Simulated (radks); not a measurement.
Isoelectronic series with 11 electrons, all held in the configuration [Ne] 3s1, which need not be the ground one along the series. Calculated with a radial shooting solver on a logarithmic mesh with Libxc functionals: non-relativistic Kohn-Sham, r2SCAN, spin-polarised, spherical densities, point nucleus; open shells are filled with parallel spins first; meta-GGA in the generalised Kohn-Sham scheme. Total energies (hartree) and orbital eigenvalues (eV) (* marks an orbital that is empty in some or all of the ions):

ion    E (hartree)     3p up*      3s up    2p down      2p up    2s down
Mg+     -199.77350    -7.3792   -12.0532   -56.9400   -57.0718   -91.5241
Al2+    -241.43678   -17.7016   -24.6513   -91.8035   -92.0104  -131.6527
Si3+    -287.23092   -31.4097   -40.5708  -133.8126  -134.0919  -178.9601
P4+     -337.14940   -48.3516   -59.6888  -182.8283  -183.1777  -233.2941
S5+     -391.18847   -68.4527   -81.9449  -238.7828  -239.2002  -294.5791
Cl6+    -449.34574   -91.6711  -107.3045  -301.6368  -302.1208  -362.7714
Ar7+    -511.61959  -117.9810  -135.7463  -371.3657  -371.9150  -437.8437
K8+     -578.00890  -147.3654  -167.2561  -447.9530  -448.5667  -519.7776
Ca9+    -648.51280  -179.8128  -201.8239  -531.3869  -532.0643  -608.5603
Sc10+   -723.13069  -215.3150  -239.4428  -621.6590  -622.3994  -704.1824
Ti11+   -801.86206  -253.8658  -280.1074  -718.7628  -719.5658  -806.6371
V12+    -884.70654  -295.4607  -323.8138  -822.6935  -823.5586  -915.9191
Cr13+   -971.66384  -340.0963  -370.5590  -933.4472  -934.3742  -1032.024
Mn14+  -1062.73369  -387.7697  -420.3404  -1051.021  -1052.009  -1154.950
Fe15+  -1157.91591  -438.4789  -473.1563  -1175.412  -1176.462  -1284.692
Co16+  -1257.21034  -492.2219  -529.0050  -1306.619  -1307.730  -1421.250
Ni17+  -1360.61683  -548.9975  -587.8853  -1444.639  -1445.811  -1564.622
Cu18+  -1468.13527  -608.8044  -649.7961  -1589.472  -1590.705  -1714.806
Zn19+  -1579.76556  -671.6417  -714.7365  -1741.117  -1742.410  -1871.801
Ga20+  -1695.50763  -737.5085  -782.7059  -1899.572  -1900.926  -2035.607
